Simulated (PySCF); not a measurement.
These 2 structures share the formula BFH5PSi. Level of theory: PBE0-D3(BJ)/def2-SVP geometry optimisation, gas phase in PySCF. Energies are electronic, without zero-point or thermal terms, for one conformer each. No frequencies were run at this level. Point groups hold within 0.08 Å.

Question: Rank from lowest to highest electronic energy at this level (kJ/mol).
A. `[F:1][BH:2][PH:3][SiH3:4]` with F1–B2–P3–Si4 -52°
B. `[BH2:1][PH:2][SiH2:3][F:4]` with H–B1–P2–Si3 -143° and 44°, B1–P2–Si3–F4 -151°

Answer: A (0.0), B (33.8).

As drawn, the lower has a B–F bond, which the higher lacks; the higher has an Si–F bond, which the lower lacks.

```json
{"SMILES": "FBP[SiH3]", "E (Eh)": "-757.91657", "E rel (kJ/mol)": "0.0", "dipole (D)": "1.09", "point group": "C1", "A, B, C (MHz)": "6233, 2736, 2034"}
{"SMILES": "BP[SiH2]F", "E (Eh)": "-757.90368", "E rel (kJ/mol)": "33.8", "dipole (D)": "1.48", "point group": "C1", "A, B, C (MHz)": "11494, 2188, 1975"}
```

How do the relative energies change in single points at PBE0/pcSseg-1 (no added dispersion term) on the same geometries?

```csv
SMILES,PBE0-D3(BJ)/def2-SVP (kJ/mol),PBE0/pcSseg-1 (kJ/mol),shift
FBP[SiH3],0.0,0.0,0.0
BP[SiH2]F,33.8,23.5,-10.3
```

Each column counts from its own lowest isomer. The order is unchanged; the largest shift is 10.3 kJ/mol.
